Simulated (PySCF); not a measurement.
**Orbital picture of BeSb**

PBE0 at R = 2.404 Å; basis Be def2-SVPD, Sb def2-SVPD with ECP28; scalar-relativistic core potentials; PySCF 2.14. State: ⁴Σ⁻ (quartet), unpaired electrons σ ↑, π ↑↑. Only the outer orbitals are listed, counted within each symmetry, core potentials removing the inner ones.

```
spin  orbital  occ.  ε (eV)  on Be (%)            main shells (%)
   α       5σ     1  -15.37          5                    94 Sb s
   α       6σ     1   -8.13         43           51 Sb p, 42 Be s
   α       3π     1   -6.65          7                    92 Sb p
   α       3π     1   -6.65          7                    92 Sb p
   α       7σ     1   -5.38         76  40 Be p, 36 Be s, 21 Sb p
   α       4π     0   -1.32         85                    85 Be p
   α       4π     0   -1.32         85                    85 Be p
   α       8σ     0    0.56         51           51 Be p, 49 Sb s
   β       5σ     1  -13.51          8                    91 Sb s
   β       6σ     1   -7.14         42           51 Sb p, 36 Be s
   β       3π     0   -3.26         17           83 Sb p, 17 Be p
   β       3π     0   -3.26         17           83 Sb p, 17 Be p
   β       7σ     0   -1.80         76  57 Be s, 19 Be p, 16 Sb p
```

Which are the highest filled and the lowest empty level, where do they sit, and how wide is the gap?

Highest filled α 7σ at -5.38 eV (in %: 40 Be p, 36 Be s, 21 Sb p); lowest empty β 3π at -3.26 eV (in %: 83 Sb p, 17 Be p); the gap at PBE0 is 2.12 eV.

```
bond order (Mayer)                               : 1.15
⟨S²⟩                                             : 3.756
charge on Be (Mulliken, basis-dependent)         : 0.11
charge on Be (Löwdin, basis-dependent)           : -0.01
dipole moment (positive dipole means Be(−)Sb(+)) : 0.24 D
polarisability along the bond                    : 104.8 bohr³
polarisability across the bond                   : 66.4 bohr³
```

Spin–orbit coupling is left out. The state is the lowest determinant that a PBE0 search found; another state may lie lower at other levels.
